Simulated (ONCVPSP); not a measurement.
**What the settings do to the ONCV potential of tellurium (Te)**

Base potential:

- Element: Te (Z = 52)
- Generator: ONCVPSP 4.0.1
- Type: optimised norm-conserving Vanderbilt (ONCV)
- Functional: LDA (Perdew-Wang 92)
- Relativity: non-relativistic
- Frozen core: [Ar] 3d10
- Valence charge: 24
- Reference configuration: 4s2 4p6 4d10 5s2 5p4
- Partial waves: 4s+5s: rc 1.50 bohr, ncon 3, nbas 7, qcut 6.2 1/bohr, 2 projectors; 4p+5p: rc 1.50 bohr, ncon 4, nbas 8, qcut 8.8 1/bohr, 2 projectors; 4d: rc 1.05 bohr, ncon 4, nbas 8, qcut 8.8 1/bohr, 2 projectors, debl 1.9 Ha
- Local potential: polynomial inside 1.00 bohr (lpopt 5, dvloc0 0 Ha)
- Core correction: polynomial model core, fcfact 0.45

Cutoffs, loose and tight: the cutoffs (Ha) at which the residual kinetic energy of the hardest occupied pseudo-wave falls to 1 and 0.1 mHa per electron. They do not see the model core or the augmentation charge, which bear on the density cutoff. Test errors are all-electron minus pseudo excitation energies from the reference, over the configurations 4s2 4p6 4d10 5s2 5p3; 4s2 4p6 4d10 5s2 5p2; 4s2 4p6 4d10 5s2 5p1; 4s2 4p6 4d9 5s2 5p5. A dash means not determined; rows that change the core or the reference have their own tests.

A true bound ghost makes a file unfit for plane-wave use even where its test errors are small: the radial tests pick states by their node count and pass the ghost by.

| change | outcome | cutoff, loose | cutoff, tight | bound ghosts | GHOST(+) flags above zero | largest test error (meV) |
| --- | --- | --- | --- | --- | --- | --- |
| base | generated | 118 Ha | 207 Ha | none | d | +25 |
| s: ncon 4, nbas 8 | generated | 118 Ha | 207 Ha | none | s, d | +24 |
| s: rc 1.66 | generated | 118 Ha | 207 Ha | none | s, d | +27 |
| scalar-relativistic | generated | 117 Ha | 207 Ha | none | s, d | -13 |
| p: qcut 9.6 | generated | 118 Ha | 207 Ha | none | d | +25 |
| d: rc 1.22 | generated | 61 Ha | 151 Ha | none | none | +36 |
| local potential polynomial inside 0.95 bohr (lpopt 4, dvloc0 4 Ha) | generated | 118 Ha | 207 Ha | none | none | +24 |

(1) What comes out with this change to the base: s: nproj 4?

## Answers

(1) outcome: generated; cutoff, loose: 118 Ha; cutoff, tight: 207 Ha; bound ghosts: s; GHOST(+) flags above zero: s, d; largest test error (meV): +9.9.
